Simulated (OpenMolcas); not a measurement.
## Sn: thermal populations, Slater's ratio, worked from levels

| Quantity | Value |
| --- | --- |
| Program | OpenMolcas 26.06 |
| Basis | ANO-R3 [8s7p5d3f2g1h] |
| Scalar Hamiltonian | X2C, finite nucleus |
| Active space | 2 electrons in 9 orbitals (RAS2 5p; RAS3 5d 6s, at most 1 electron) |
| State averaging | 2S+1 = 3 even, 3 roots; 2S+1 = 1 even, 6 roots; 2S+1 = 3 odd, 3 roots; 2S+1 = 1 odd, 3 roots |
| Spin-orbit coupling | state interaction with AMFI integrals over the reference wave functions, term energies averaged over their components |

Methods: RASSCF; SS-RASPT2, IPEA 0.25 Eh, imaginary shift 0.1 Eh (closed shells correlated: 4d 5s). Measured levels: NIST Handbook of Basic Atomic Spectroscopic Data.

**Thermal populations.** Z = Σ (2J + 1) exp(-E/kT) with k = 0.695035 cm-1/K, over the levels below. No other level of either list lies under 39600 cm-1, which is above 7 kT at each temperature.

```json
{"Level": "5s2 5p2 3P0", "2J + 1": "1", "SS-RASPT2": "0.0", "measured": "0.0"}
{"Level": "5s2 5p2 3P1", "2J + 1": "3", "SS-RASPT2": "1377", "measured": "1692"}
{"Level": "5s2 5p2 3P2", "2J + 1": "5", "SS-RASPT2": "2990", "measured": "3428"}
{"Level": "5s2 5p2 1D2", "2J + 1": "5", "SS-RASPT2": "8460", "measured": "8613"}
{"Level": "5s2 5p2 1S0", "2J + 1": "1", "SS-RASPT2": "19800", "measured": "17162"}
{"Level": "5s2 5p 6s 3P* 0", "2J + 1": "1", "SS-RASPT2": "34470", "measured": "34641"}
{"Level": "5s2 5p 6s 3P* 1", "2J + 1": "3", "SS-RASPT2": "34860", "measured": "34914"}
{"Level": "5s2 5p 6s 3P* 2", "2J + 1": "5", "SS-RASPT2": "37910", "measured": "38629"}
{"Level": "5s2 5p 6s 1P* 1", "2J + 1": "3", "SS-RASPT2": "39330", "measured": "39257"}
```

```
T (K)  Z, SS-RASPT2  Z, measured levels  Ground level (%), SS-RASPT2  Ground level (%), measured levels
 3000         3.828               3.379                         26.1                               29.6
 5000         5.575               5.135                         17.9                               19.5
 8000         7.398               7.035                         13.5                               14.2
```

At 8000 K, kT = 5560 cm-1, and the computed levels give Z = 1.000 + 2.342 + 2.920 + 1.092 + 0.028 + 0.002 + 0.006 + 0.005 + 0.003 = 7.398.

**Slater's ratio.** With one set of orbitals, p2 has 1D - 3P = 6 F2 and 1S - 1D = 9 F2 (F2 = F²/25), a ratio of 3/2. Term energies are centres of gravity, weighted by 2J + 1.

```tsv
Source	1D - 3P	1S - 3P	F2 from the first	Ratio
RASSCF	8119	19442	1353	1.395
SS-RASPT2	6344	17678	1057	1.787
measured	6145	14694	1024	1.391
```

Energies in cm-1. A ratio away from 3/2 shows effects beyond one configuration with one set of orbitals, and in heavier atoms second-order spin-orbit shifts.

CASPT2 does not keep the components of a term degenerate, so their means are used; among the terms shown or strongly mixed into the levels shown the widest spread is 75 cm-1 (5s2 5p2 1D, SS-RASPT2). ANO sets are built for valence states and can reach diffuse excited orbitals poorly, and with the s shell closed the s pⁿ⁺¹ terms that mix with these levels are absent. With the s shell closed, the reference lacks s² → p² mixing. No level of 5s2 5p 5d was computed, though it lies in the active space. Some terms miss by over 15 % even with CASPT2, which points to a basis or an active space too small for the shells correlated (holds for SS-RASPT2). Computed and measured levels are paired by configuration, term and J; levels that our copy of the source lacks, or whose pairing is in doubt (as where it misses far off the trend of its configuration), stay unpaired and out of the deviations. Only configurations of the active space appear.

* marks odd parity.
